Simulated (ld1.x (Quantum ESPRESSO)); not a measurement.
**Nb (Z = 41): excitation energies, all-electron against TM**

ld1.x (Quantum ESPRESSO) 7.5 input, shortened:

```
&input
   title='Nb', zed=41., rel=2, dft='PW91', iswitch=3,
   config='[Kr] 4d3 5s0 5p0', rel_dist='average'
 /
 &inputp
   pseudotype=2, tm=.true., lloc=0,
   nlcc=.true., new_core_ps=.true., rcore=1.45
 /
3
4P  2  1   6.00   0.00  1.85  1.85  0.0
4D  3  2   3.00   0.00  1.40  1.40  0.0
5S  1  0   0.00   0.00  2.95  2.95  0.0
 &test
   configts(1)='4p6 4d3 5s0 5p0'
 /
```

Open shells are filled in proportion to 2j + 1 (rel_dist='average').

Energies are relative to the spin-unpolarised reference configuration 4p6 4d3 5s0 5p0; without spin polarisation the order of configurations can differ from experiment. The frozen-core shift is the all-electron ΔE with the core orbitals held at their reference shape minus the fully relaxed ΔE.

| valence configuration | charge | ΔE all-electron (eV) | error AE − PS (meV) | frozen-core shift (meV) |
| --- | --- | --- | --- | --- |
| 4p6 4d4 5s0 5p0 | +1 | -14.094 | -67 | +7.5 |
| 4p6 4d2 5s0 5p0 | +3 | 24.782 | -94 | +22 |
| 4p6 4d3 5s2 5p0 | 0 | -21.302 | -25 | +0.8 |
| 4p6 4d3 5s1 5p0 | +1 | -13.710 | -9.4 | +0.4 |
| 4p6 4d1 5s0 5p0 | +4 | 61.757 | -369 | +122 |

(1) What are ΔE and the potential's error for 4p5 4d4 5s1 5p0?

(2) What are ΔE and the potential's error for 4p6 4d4 5s1 5p0?

Results:

(1) ΔE = 19.063 eV all-electron; the error (AE − PS) is -157 meV.

(2) ΔE = -20.780 eV all-electron; the error (AE − PS) is -40 meV.

These tests converged, but a pseudo level misses the all-electron one widely, so the file describes the atom poorly there or has found another state: 4p6 4d2 5s0 5p0: empty 5p by 2.1 eV (a node warning on the way); 4p6 4d1 5s0 5p0: empty 5p by 3.2 eV.
